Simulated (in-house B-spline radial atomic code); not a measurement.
Relativistic effects in Pd³⁵⁺, [Ne] 3s1: non-relativistic Hartree-Fock (point nucleus) against Dirac-Hartree-Fock (Fermi nucleus of rms radius 4.5318 fm), both averages of the configuration, computed with a radial B-spline atomic code at the basis-set limit.

| orbital | ε NR (Eh) | ε Dirac (Eh) | <r> NR (bohr) | <r> Dirac (bohr) | change of <r> (%) |
| --- | --- | --- | --- | --- | --- |
| 1s1/2 | -949.04 | ? | 0.03307 | ? | ? |
| 2s1/2 | -198.88 | -206.17 | 0.1406 | 0.1351 | -4.0 |
| 2p1/2 | -190.32 | -196.88 | 0.1202 | 0.1147 | -4.6 |
| 2p3/2 | -190.32 | -190.76 | 0.1202 | 0.1194 | -0.7 |
| 3s1/2 | -80.491 | ? | 0.3374 | ? | ? |

(1) What happens to 1s1/2?

(2) What happens to 3s1/2?

(3) What explains the pattern of contraction and expansion?

(4) By how much does the total energy change?

## Answers

(1) Its energy goes to -976.6 hartree and <r> to 0.03182 bohr (-3.79 %).

(2) Its energy goes to -82.688 hartree and <r> to 0.3277 bohr (-2.87 %).

(3) The s and p1/2 orbitals contract directly, as their density near the nucleus moves at relativistic speed. Nothing expands appreciably in this ion.

(4) By -99.618 hartree, from -3924.638 to -4024.256.
